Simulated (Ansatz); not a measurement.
`CCCC(C)CCC` + `[OH][Hf]([Cl])([Cl])[Cl]` → `C[O][Hf]([Cl])([Cl])[Cl]` + `CCCC(C)CC`  (substitution at a C–C bond)

Isolated molecules relaxed with PBE0-D4/def2-TZVP in Ansatz; ΔE leaves out vibrations. CCSD(T)/CBS is the MP2 limit (def2-TZVPP, def2-QZVPP) plus CCSD(T) − MP2 in def2-TZVPP, frozen cores. DFT in def2-TZVPP. B3LYP here is the variant with VWN-RPA as its local correlation; programs differ in this. Elements past krypton have def2 core potentials. For Hf outer-core shells are correlated without core-valence functions, which leaves a few kJ/mol of doubt a bond. One conformer a species, not always the lowest.

Is it downhill or uphill in electronic energy at CCSD(T)/CBS, and by how much? (An estimate is asked.)

Ansatz gave: Uphill: ΔE = +9.8 kcal/mol.

What do these levels give: LDA (SPW92), B3LYP-D4, r2SCAN0-D4, PBE, RPA@PBE/def2-TZVPP, CCSD/CBS(def2)? (Best estimate.)

Ansatz gave: LDA (SPW92) 9.4, B3LYP-D4 7.5, r2SCAN0-D4 9.4, PBE 7.3, RPA@PBE/def2-TZVPP 7.8, CCSD/CBS(def2) 9.8 kcal/mol.

Largest T1 diagnostic among the species: 0.014.

At CCSD(T), def2-SVP lies −2.3 kcal/mol from the extrapolated value and def2-TZVPP −1.0 kcal/mol. From PBE to PBE0 (25 % exact exchange), in def2-TZVPP and without D4, ΔE moves by +0.9 kcal/mol. The D4 term adds +1.3 kcal/mol with B3LYP and +0.7 kcal/mol with PBE0; it sums over pairs of atoms, weighted by their polarisabilities, and B3LYP, whose exchange is more repulsive, gets the larger term.
